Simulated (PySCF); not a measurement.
Spectrum to structure. Theory: PySCF 2.14.0, density-fitted response routines, TDDFT B3LYP/def2-SVPD, vertical, gas phase, core orbitals frozen in the response. Geometries: GFN2-xTB, one conformer each.

```
state  E (eV)  λ (nm)       f
   S1    2.95   419.9  0.0002
   S2    3.33   372.6  0.0004
   S3    4.87   254.5   0.268
   S4    5.00   248.1   0.056
   S5    5.68   218.1  0.0079
   S6    5.79   214.0   0.045
   S7    5.99   206.9  0.0058
   S8    6.10   203.2  0.0017
```

Orbital energies (eV): HOMO-3 -9.28, HOMO-2 -7.94, HOMO-1 -7.50, HOMO -6.97, LUMO -2.83, LUMO+1 -0.75, LUMO+2 0.02.

Question: Which candidate is it? All have the formula C5H9NOSi.
A. `c1n(C)ccc1O[SiH3]`
B. `CC(/C=N\[SiH3])=C\C=O`
C. `CO[C@@H]1C[C@]1([SiH3])C#N`
D. `O=C(C)/C(=N\[H])[C@@H]1[SiH2]C1`
E. `CO[C@@H]1C[C@@]1([SiH3])C#N`

Answer: B. Its S1, at 2.95 eV, is the lowest among the candidates; the nearest of the others has S1 at 3.28 eV. S1 is HOMO→LUMO (95%). Löwdin shares by element: HOMO nitrogen 50%, carbon 18% or more, silicon 9% (atoms not listed hold the other 23%); LUMO carbon 33% or more, oxygen 16%, nitrogen 14% (atoms not listed hold the other 37%). At the same level the other candidates give, for their lowest levels:
- `Cn1ccc(O[SiH3])c1`: 4.98 eV (f 0.001); 5.22 eV (f 0.001); 5.66 eV (f 0.002); 5.71 eV (f 0.118); 5.76 eV (f 0.005); T1 4.17 eV; HOMO -5.60, LUMO 0.19 eV
- `CO[C@@H]1C[C@]1([SiH3])C#N`: 6.40 eV (f 0.012); 6.75 eV (f 0.005); 6.90 eV (f 0.055); 7.15 eV (f 0.015); 7.19 eV (f 0.010); T1 5.93 eV; HOMO -7.54, LUMO -0.23 eV
- `CO[C@@H]1C[C@@]1([SiH3])C#N`: 6.51 eV (f 0.005); 6.81 eV (f 0.020); 6.98 eV (f 0.032); 7.01 eV (f 0.050); 7.29 eV (f 0.020); T1 5.95 eV; HOMO -7.59, LUMO -0.06 eV
- `[H]/N=C(\C(C)=O)[C@H]1C[SiH2]1`: 3.28 eV (f 0.006); 3.62 eV (f 0.034); 4.67 eV (f 0.006); 5.30 eV (f 0.021); 5.62 eV (f 0.103); T1 2.72 eV; HOMO -6.53, LUMO -2.26 eV

Shape of the structure used: `[CH3:1][C:2](/[CH:3]=[N:4]\[SiH3:5])=[CH:6]\[CH:7]=[O:8]`: C1–C2–C3–N4 142°, C2–C6–C7–O8 -177°.
Triplets come from the Tamm–Dancoff approximation.
